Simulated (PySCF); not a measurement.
# WO₃: adding exact exchange

Base calculation in PySCF with density fitting and no spin–orbit coupling, PBE/def2-TZVP (scalar-relativistic core potentials): singlet, C3v, W–O 1.737 Å (×3); O–W–O 106.2° (×3); wavenumbers 293, 337 (×2), 916 (×2), 989 cm⁻¹; dipole moment 5.52 D, gap between the highest occupied and lowest empty levels 1.74 eV, polar-tensor charge of W 1.67 e, atomisation energy (no zero-point energy) 2141 kJ/mol.

Problem. What changes on going to PBE0/def2-TZVP (scalar-relativistic core potentials)?

Solution. The point group stays the same. Changes: mean bond to W -0.021 Å, smallest bond angle +1.3 degrees, highest wavenumber +64 cm⁻¹, lowest wavenumber -7 cm⁻¹, dipole moment +0.26 D, gap between the highest occupied and lowest empty levels +2.30 eV, polar-tensor charge of W +0.33 e, atomisation energy (no zero-point energy) -235 kJ/mol. The new structure has W–O 1.716 Å (×3); O–W–O 107.5° (×3), with wavenumbers 286, 348 (×2), 970 (×2), 1053 cm⁻¹. Exact exchange shortens and stiffens the bonds and opens the gap, the usual pattern.

Spin–orbit coupling can matter for WO₃ and is left out. The structures come from searches over a few start shapes, so lower isomers are not excluded.
